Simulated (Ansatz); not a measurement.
Problem. Name a neutral molecule of Al, C, F, N and H with LUMO energy (ωB97M-V/def2-TZVPP) between -0.85 and -0.55 eV and size of the dipole moment (B3LYP/def2-TZVPP) between 2.65 and 2.95 D (Ansatz, PBE0-D4/def2-TZVP geometry).

Solution. `N=[C](F)[AlH2]` (-0.71 eV, 2.92 D). Other molecules can fit too; these were computed, each in one conformer that needn't be the lowest.

B3LYP here is the variant with VWN-RPA as its local correlation; programs differ in this.
